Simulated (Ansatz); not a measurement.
Stepwise reaction of `C[Si](C)(F)I` with hydrogen fluoride, as a gas-phase model of exchange steps in deposition or etching. ΔE in kJ/mol.

Gas-phase electronic energies from Ansatz, PBE0-D4/def2-TZVP geometries. CCSD(T)/CBS adds triple-zeta CCSD(T) − MP2 to the extrapolated MP2 energy (def2 sets, frozen cores). This one scheme is used for every species. Functionals use def2-TZVPP. B3LYP here is the variant with VWN-RPA as its local correlation; programs differ in this. Elements past krypton have def2 core potentials. For I outer-core shells are correlated without core-valence functions, which leaves a few kJ/mol of doubt a bond.

| step | reaction | PBE-D4 | B3LYP-D4 | ωB97M-V | CCSD(T)/CBS |
| --- | --- | --- | --- | --- | --- |
| 1 | `C[Si](C)(F)I` + H–F → `C[Si](F)(F)I` + CH₄ | -136.6 | -149.0 | -145.6 | -141.2 |
| 2 | `C[Si](F)(F)I` + H–F → `F[Si](F)(F)I` + CH₄ | -122.3 | -134.9 | -133.0 | -130.9 |

(1) By hand: ΔE of the 2 steps together at CCSD(T)/CBS.

Answers

(1) (-141.2) + (-130.9) = -272.1 kJ/mol, or -136.1 kJ/mol a step.

In ΔE each step is higher than the one before. All are downhill at CCSD(T)/CBS. PBE-D4 differs from CCSD(T)/CBS by 4.6 to 8.6 kJ/mol a step. Isolated molecules leave out the surface, adducts and barriers. Largest T1 diagnostic: 0.010.
